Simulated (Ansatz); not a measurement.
Isolated molecules relaxed with PBE0-D4/def2-TZVP in Ansatz; ΔE leaves out vibrations. CCSD(T)/CBS is the MP2 limit (def2-TZVPP, def2-QZVPP) plus CCSD(T) − MP2 in def2-TZVPP, frozen cores. DFT in def2-TZVPP. B3LYP here is the variant with VWN-RPA as its local correlation; programs differ in this. For Zn outer-core shells are correlated without core-valence functions, which leaves a few kJ/mol of doubt a bond. Scalar relativity is left out up to krypton. Each species was taken in one conformer, which may not be the lowest.

`[CH3][Zn][CH2]Cl` + `CC(C)CS` → `[CH3][Zn][CH2]S` + `CC(C)CCl`  (formal exchange of groups at a Zn–C bond)

```json
{"level": "PBE-D4", "ΔE (kcal/mol)": "-1.5", "difference from CCSD(T)/CBS": "0.0"}
{"level": "r2SCAN-D4", "ΔE (kcal/mol)": "-1.7", "difference from CCSD(T)/CBS": "-0.2"}
{"level": "ωB97M-V", "ΔE (kcal/mol)": "-1.3", "difference from CCSD(T)/CBS": "0.2"}
{"level": "PBE", "ΔE (kcal/mol)": "-1.6", "difference from CCSD(T)/CBS": "-0.1"}
{"level": "r2SCAN", "ΔE (kcal/mol)": "-1.7", "difference from CCSD(T)/CBS": "-0.2"}
{"level": "PBE0", "ΔE (kcal/mol)": "-1.6", "difference from CCSD(T)/CBS": "-0.1"}
{"level": "B3LYP", "ΔE (kcal/mol)": "-1.4", "difference from CCSD(T)/CBS": "0.1"}
{"level": "HF/def2-TZVPP", "ΔE (kcal/mol)": "-1.2", "difference from CCSD(T)/CBS": "0.3"}
{"level": "MP2/def2-TZVPP", "ΔE (kcal/mol)": "-1.8", "difference from CCSD(T)/CBS": "-0.3"}
{"level": "CCSD/def2-TZVPP", "ΔE (kcal/mol)": "-1.4", "difference from CCSD(T)/CBS": "0.1"}
{"level": "CCSD(T)/def2-TZVPP", "ΔE (kcal/mol)": "-1.4", "difference from CCSD(T)/CBS": "0.1"}
{"level": "HF/def2-QZVPP", "ΔE (kcal/mol)": "-1.2", "difference from CCSD(T)/CBS": "0.3"}
{"level": "SCS-MP2/def2-QZVPP", "ΔE (kcal/mol)": "-1.6", "difference from CCSD(T)/CBS": "-0.1"}
{"level": "HF/CBS(def2)", "ΔE (kcal/mol)": "-1.2", "difference from CCSD(T)/CBS": "0.3"}
{"level": "MP2/CBS(def2)", "ΔE (kcal/mol)": "-1.8", "difference from CCSD(T)/CBS": "-0.3"}
{"level": "CCSD/CBS(def2)", "ΔE (kcal/mol)": "-1.4", "difference from CCSD(T)/CBS": "0.1"}
{"level": "CCSD(T)/CBS", "ΔE (kcal/mol)": "-1.5", "difference from CCSD(T)/CBS": "0"}
```

Largest T1 diagnostic among the species: 0.013.
